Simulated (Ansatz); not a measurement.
Start from `[OH][Mo](=[S])(=[S])[Cl]` and change one element to get `[OH][W](=[S])(=[S])[Cl]`.

Ansatz, PBE0-D4/def2-TZVP geometries, multiplicity 1. Each molecule was computed in one conformer, which needn't be the lowest.

Elements past krypton have def2 core potentials.

```tsv
property	`[OH][Mo](=[S])(=[S])[Cl]`
size of the dipole moment (ωB97M-V/def2-TZVPP) / D	2.12
LUMO energy (B3LYP/def2-TZVPP) / eV	-3.59
HOMO energy (PBE0/def2-TZVPP) / eV	-7.55
zero-point energy (PBE0-D4/def2-TZVP) / kJ/mol	48.6
LUMO energy (PBE0/def2-TZVPP) / eV	-3.45
size of the dipole moment (PBE/def2-TZVPP) / D	2.21
```

Question: What does the change do to each property? (Best estimate.)

Answer: Ansatz gave: 
```csv
property,`[OH][W](=[S])(=[S])[Cl]`,shift
size of the dipole moment (ωB97M-V/def2-TZVPP) / D,2.46,0.34
LUMO energy (B3LYP/def2-TZVPP) / eV,-3.10,0.49
HOMO energy (PBE0/def2-TZVPP) / eV,-7.46,0.09
zero-point energy (PBE0-D4/def2-TZVP) / kJ/mol,48.0,-0.6
LUMO energy (PBE0/def2-TZVPP) / eV,-2.96,0.49
size of the dipole moment (PBE/def2-TZVPP) / D,2.51,0.30
```

With PBE0 the HOMO rises by 0.09 eV and the LUMO rises by 0.49 eV, so the gap widens by about 0.40 eV. PBE moves the HOMO by 0.09 eV and ωB97M-V by 0.08 eV. Dipoles are sizes alone; their direction can turn.

B3LYP here is the variant with VWN-RPA as its local correlation; programs differ in this.
